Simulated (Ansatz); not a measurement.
Relaxation of CH4BF2N (9 atoms, charge 0, multiplicity 1), to a largest force component of 0.02 eV/Å in at most 40 steps.

Theory: RKS B3LYP-D4/6-31G* (Ansatz).

```xyz
9
Properties=species:S:1:pos:R:3
C -1.071 -0.164 -0.040
N 0.143 -0.487 0.580
B 1.285 0.053 -0.257
F 2.376 -0.853 -0.775
F 1.486 1.468 -0.453
H -1.235 1.002 -0.117
H -1.167 -0.565 -1.063
H -1.920 -0.502 0.550
H 0.192 0.001 1.558
```

Question: Where does it end, and by what steps?

Answer: The forces met the threshold. After 13 steps the energy has fallen by 2.131 eV; F5 moved furthest, 1.57 Å.

```tsv
step	energy less start (eV)	largest force component (eV/Å)	accepted
0	0.0000	4.025	yes
1	-0.6994	4.125	yes
2	-0.9733	2.891	yes
3	-1.2368	1.208	yes
4	-1.3566	0.534	yes
5	-1.4634	0.859	yes
6	-1.5978	1.153	yes
7	-1.7763	0.960	yes
8	-1.9414	0.820	yes
9	-2.0590	0.609	yes
10	-2.1250	0.140	yes
11	-2.1307	0.026	yes
12	-2.1311	0.030	yes
13	-2.1312	0.014	yes
```

```xyz
9
Properties=species:S:1:pos:R:3
C -1.129 -0.228 -0.073
N 0.132 0.273 0.449
B 1.383 0.127 -0.154
F 1.524 -0.516 -1.319
F 2.483 0.629 0.417
H -1.839 0.585 -0.271
H -0.939 -0.750 -1.014
H -1.603 -0.936 0.620
H 0.077 0.769 1.329
```

Whether the end is a true minimum wasn't checked by a vibrational analysis.

The run took 120 s on 1 thread of AMD EPYC (Zen 3) (shared host), peak memory 0.15 GiB.
